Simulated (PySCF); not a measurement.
# Electronic absorption of [C6H12P]+

Compound: C6H12P (charge +1).
SMILES: `C([P@@H+](C)/C=C/C)=C`

The calculation used PySCF, TDDFT PBE0/def2-SVPD, vertical, gas phase, core orbitals frozen in the response. Geometry: GFN2-xTB, one conformer, isolated ion. Torsions of this conformer, `[CH2:1]=[CH:2][P@@H+:3]([CH3:4])/[CH:5]=[CH:6]/[CH3:7]`: C1–C2–P3–C4 125°, C2–P3–C5–C6 112°.

```csv
state,E (eV),E (kJ/mol),λ (nm),f,"main configurations (H = HOMO, L = LUMO)"
S1,5.94,573,208.9,0.186,H→L (89%)
S2,6.62,639,187.2,0.154,"H-1→L (62%), H→L+1 (23%), H-1→L+1 (9%)"
S3,7.02,678,176.5,0.327,"H→L+1 (52%), H-1→L+1 (19%), H-1→L (10%)"
S4,7.26,700,170.8,0.029,H→L+2 (93%)
S5,7.38,712,167.9,0.030,H-2→L (72%)
S6,7.52,726,164.8,0.200,"H-1→L+1 (50%), H-1→L (10%), H-3→L (9%)"
S7,7.61,734,162.9,0.046,"H-3→L (50%), H-2→L+1 (14%), H-1→L+1 (12%)"
S8,7.74,747,160.1,0.011,"H→L+3 (53%), H→L+4 (36%)"
```

Triplets, Tamm–Dancoff:

```tsv
state	E (eV)	λ (nm)	main configurations (H = HOMO, L = LUMO)
T1	4.15	298.8	H→L (64%), H→L+1 (12%), H-1→L+1 (11%)
T2	4.33	286.3	H-1→L (54%), H→L+1 (30%)
T3	6.00	206.6	H→L+1 (49%), H→L (27%), H-1→L (14%)
```

The lowest singlet lies at 5.94 eV (209 nm, ultraviolet) and is strong; its leading configuration is HOMO→LUMO (89%). The strongest level in the table is S3 at 7.02 eV (177 nm, f = 0.327). Löwdin shares by element: HOMO carbon 76% or more (atoms not listed hold the other 24%); LUMO carbon 60% or more, phosphorus 11% (atoms not listed hold the other 30%). The oscillator strengths of these states sum to 0.984; summed over the whole spectrum of an exact calculation they would give the number of electrons, 62 (Thomas–Reiche–Kuhn). Of the 8 states listed, 8 reach f = 0.01 and none stays under 0.0005. Orbital energies (eV): HOMO-3 -14.46, HOMO-2 -14.27, HOMO-1 -12.90, HOMO -12.19, LUMO -5.44, LUMO+1 -4.56, LUMO+2 -3.62. Only the lowest 8 singlets were computed, as vertical energies without vibronic structure.
